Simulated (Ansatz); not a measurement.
`CCB(O)S` + HBr → `CCB(S)Br` + H₂O  (ligand exchange at a B–O bond)

Calculated with Ansatz (gas phase, PBE0-D4/def2-TZVP geometries, no zero-point term in ΔE). CBS: MP2 limit from def2 TZ/QZ plus the TZ coupled-cluster correction, frozen cores. This one scheme is used for every species. Functionals use def2-TZVPP. For Br outer-core shells are correlated without core-valence functions, which leaves a few kJ/mol of doubt a bond. Scalar relativity is left out up to krypton. One conformer a species, not always the lowest.

CCSD(T)/CBS gives +0.36 eV.

(1) Another level gave +0.46 eV. Which?
A. CAM-B3LYP-D4/def2-TZVPP
B. SCS-MP2/def2-TZVPP
C. LC-ωPBE/def2-TZVPP
D. r2SCANh-D4/def2-TZVPP

Largest T1 diagnostic among the species: 0.012.

Answers

(1) D. r2SCANh-D4 0.46, LC-ωPBE 0.51, SCS-MP2/def2-TZVPP 0.41, CAM-B3LYP-D4 0.56 eV.

Leaving LDA and LC-ωPBE aside and taking each functional with its dispersion term where it has one, the values, not all of them listed here, spread over 0.18 eV, from revPBE-D4 to CAM-B3LYP-D4. LDA lies +0.06 eV from PBE without D4. At CCSD(T), def2-SVP lies +0.30 eV from the extrapolated value and def2-TZVPP +0.07 eV. In def2-TZVPP, CCSD(T) changes the Hartree–Fock value by −0.18 eV (the triples alone add −0.03 eV) and MP2 by −0.27 eV.
